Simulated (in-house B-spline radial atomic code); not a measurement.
A calculation on Rh5+: its settings, and results tabulated from the run. All numbers are computed (scalar-relativistic (X2C) PBE0, spin-polarised, spherical fractional occupations, exact exchange averaged over the configuration; Fermi nucleus of rms radius 4.4945 fm) with an all-electron radial atomic-structure program (B-spline basis), not measured.

Command:
```bash
python run_scf.py task.json out
```
Settings (nuclear radius in fm, mass in u):
```
Z                45
configuration    [Kr] 4d4
hamiltonian      x2c
method           pbe0
spin_polarised   True
nucleus          fermi
rms_radius       4.4945
atomic_mass      102.90549
speed_of_light   137.035999084
exact_exchange   averaged over the configuration
```

Output (hartree, bohr):
```
 radial grid: 67 intervals, B-splines of order 8, outer radius 18.2456 bohr

 iter        energy (Eh)    residual
    1       -4767.684633    6.86e-01
    2       -4774.735002    3.14e-01
    3       -4777.090813    8.75e-02
    4       -4777.240537    2.62e-02
    5       -4777.249781    1.09e-02
    6       -4777.252106    1.50e-03
    7       -4777.252124    1.56e-04
    8       -4777.252124    1.70e-05
    9       -4777.252124    6.85e-07
   10       -4777.252124    1.07e-08

 total energy                     -4777.25212
 kinetic                            4980.9748
 electron-nucleus                 -11460.4275
 Hartree                            1839.4960
 exact exchange                      -33.7998
 exchange-correlation               -103.4956

 orbital      occ     eigenvalue          <r>       <r^2>       <1/r>       r_max
 1s up      1.000      -851.1153    0.0320981  0.00140248     48.8104     0.02055
 1s down    1.000      -851.1158     0.032098  0.00140247     48.8105     0.02055
 2s up      1.000      -126.5222     0.141425   0.0236438     10.9866      0.1197
 2s down    1.000      -126.4845     0.141408   0.0236382     10.9883      0.1197
 2p up      3.000      -113.6513     0.123504   0.0186472     10.3535     0.09553
 2p down    3.000      -113.6197     0.123481   0.0186401     10.3552     0.09552
 3s up      1.000       -25.1667     0.389718    0.173948     3.78638      0.3512
 3s down    1.000       -25.1485     0.389633     0.17382     3.78581      0.3513
 3p up      3.000       -20.9027     0.389578    0.176458     3.55401      0.3444
 3p down    3.000       -20.8811     0.389433    0.176247     3.55366      0.3445
 3d up      5.000       -14.0781     0.369725    0.163325     3.31137      0.2912
 3d down    5.000       -14.0377      0.36971    0.163181     3.30995      0.2916
 4s up      1.000        -5.8734     0.962235     1.04403     1.43458      0.8774
 4s down    1.000        -5.6987     0.958058     1.03588     1.44409      0.8733
 4p up      3.000        -4.6124       1.0403     1.22879     1.29584      0.9338
 4p down    3.000        -4.4141      1.03767     1.22443     1.30203      0.9292
 4d up      4.000        -2.7478      1.24934     1.80464     1.04743       1.071
```

Time taken, with all properties: 0.91 s on 1 thread of Arm Neoverse N1, with other jobs on the host.

One-electron X2C: radii and densities carry no picture-change correction, so inner-shell <1/r> comes out high (for 1s by about 2 % at Z = 33, 5 % at 54, 10 % at 75, 30 % at 118) and <r> low.
